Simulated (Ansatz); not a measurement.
Reaction (ligand exchange at the Si–C bond): `N#C[SiH3]` + `OBCO` → `OCBO[SiH3]` + `C#N`

Calculated with Ansatz (gas phase, PBE0-D4/def2-TZVP geometries, no zero-point term in ΔE). CBS: MP2 limit from def2 TZ/QZ plus the TZ coupled-cluster correction, frozen cores. This one scheme is used for every species. Functionals use def2-TZVPP. B3LYP here is the variant with VWN-RPA as its local correlation; programs differ in this. Each species was taken in one conformer, which may not be the lowest.

```csv
level,ΔE (kcal/mol),difference from CCSD(T)/CBS
PBE-D4,-5.1,3.7
r2SCAN-D4,-7.3,1.5
PBE0-D4,-6.4,2.4
B3LYP-D4,-8.6,0.2
ωB97X-V,-8.2,0.6
ωB97M-V,-8.2,0.6
B2PLYP,-8.6,0.2
PBE,-4.7,4.1
r2SCAN,-7.1,1.7
PBE0,-6.1,2.7
B3LYP,-8.0,0.8
HF/def2-TZVPP,-12.2,-3.4
MP2/def2-TZVPP,-8.6,0.2
SCS-MP2/def2-TZVPP,-9.4,-0.6
CCSD/def2-TZVPP,-9.3,-0.5
CCSD(T)/def2-TZVPP,-8.6,0.2
HF/def2-QZVPP,-12.5,-3.7
MP2/def2-QZVPP,-8.9,-0.1
SCS-MP2/def2-QZVPP,-9.6,-0.8
HF/CBS(def2),-12.6,-3.8
MP2/CBS(def2),-8.8,0.0
CCSD/CBS(def2),-9.5,-0.7
CCSD(T)/CBS,-8.8,0
```

Largest T1 diagnostic among the species: 0.014.

In def2-TZVPP, CCSD(T) changes the Hartree–Fock value by +3.5 kcal/mol (the triples alone add +0.7 kcal/mol) and MP2 by +3.5 kcal/mol. From PBE to PBE0 (25 % exact exchange), in def2-TZVPP and without D4, ΔE moves by −1.3 kcal/mol.
